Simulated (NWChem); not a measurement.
Relativistic effects in F2Sn

```
Sn
F 1 1.9598
F 1 1.9598 2 96.28
```
Charge 0, spin multiplicity 1.

Program: NWChem. The geometry was optimised at B3LYP/def2-SVP with def2 effective core potentials on Sn, a minimum by its harmonic frequencies.

Functional PBE0, all-electron basis x2c-SVPall-2c, contracted for the X2C Hamiltonian and used here with ZORA. The ion keeps the geometry and has multiplicity 2 in the scalar run; the spin-orbit run starts from the same electron counts.

The cost column gives rough processor time relative to scalar ZORA; each entry includes its own SCF.

The structure started from a generated list of species. No SCF solution was tested for a lower state.

```
Hamiltonian      ΔSCF ionisation energy (eV)  HOMO (eV)  LUMO (eV)  gap (eV)  relative cost
---------------  ---------------------------  ---------  ---------  --------  -------------
scalar ZORA                            11.06      -8.53      -2.74      5.79              1
spin-orbit ZORA                            …          …          …         …        under 3
```

Fill in the missing entries.


- spin-orbit ZORA, ΔSCF ionisation energy (eV): 11.07
- spin-orbit ZORA, HOMO (eV): -8.53
- spin-orbit ZORA, LUMO (eV): -2.76
- spin-orbit ZORA, gap (eV): 5.77
